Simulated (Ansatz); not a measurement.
The cluster Cs3Ge3Br9, 15 atoms. Hardware: 2 threads of AMD EPYC 7R13 on a shared host and a share (18 GiB) of an NVIDIA H100 80GB HBM3.

In the def2 sets Cs takes a core potential; there is no spin–orbit coupling. Correlated methods freeze 108 core orbitals; core or outer-core shells of Cs, Ge, Br are correlated, in sets that lack core-valence functions. Single mean-field runs in def2-SVP, def2-TZVP are fitted with def2-universal-jkfit.

(1) How many basis functions does each of these Ansatz runs have, and roughly what does it cost? PBE-D4/def2-SVP, charge 0 singlet, energy, from earlier orbitals; PBE0-D4/def2-TZVP, charge 0 singlet, energy, from earlier orbitals; PBE-D4/def2-TZVP, charge 0 singlet, energy and forces, from earlier orbitals; r2SCAN-D4/def2-TZVP, charge 0 singlet, energy, from earlier orbitals; MP2/def2-SVP, charge 0 singlet, energy, from earlier orbitals; PBE0-D4/def2-SVP, charge 0 singlet, energy, from earlier orbitals; RPA@PBE/def2-SVP, charge 0 singlet, energy, from earlier orbitals; PBE-D4/def2-SVP, charge 0 singlet, relaxation, 21 steps; LDA (SPW92)/def2-TZVP, charge 0 singlet, energy, from earlier orbitals.

## Answers

(1) Other jobs shared the machine, so times can vary by a factor of up to 3.

| run | functions | fitting or Cholesky vectors | wall time | peak host memory (GiB) |
| --- | --- | --- | --- | --- |
| PBE-D4/def2-SVP, charge 0 singlet, energy, from earlier orbitals | 456 | 3582 | 3.9 s | 0.99 |
| LDA (SPW92)/def2-TZVP, charge 0 singlet, energy, from earlier orbitals | 663 | 3582 | 4.9 s | 1.1 |
| r2SCAN-D4/def2-TZVP, charge 0 singlet, energy, from earlier orbitals | 663 | 3582 | 8 s | 1.2 |
| PBE-D4/def2-TZVP, charge 0 singlet, energy and forces, from earlier orbitals | 663 | 3582 | 8 s | 1.2 |
| PBE0-D4/def2-SVP, charge 0 singlet, energy, from earlier orbitals | 456 | 3582 | 8.5 s | 0.98 |
| PBE0-D4/def2-TZVP, charge 0 singlet, energy, from earlier orbitals | 663 | 3582 | 9 s | 1.1 |
| MP2/def2-SVP, charge 0 singlet, energy, from earlier orbitals | 456 | 4348 | 9.5 s | 1.2 |
| RPA@PBE/def2-SVP, charge 0 singlet, energy, from earlier orbitals | 456 | 4348 | 11 s | 2.6 |
| PBE-D4/def2-SVP, charge 0 singlet, relaxation, 21 steps | 456 | 3582 | 91 s | 1 |
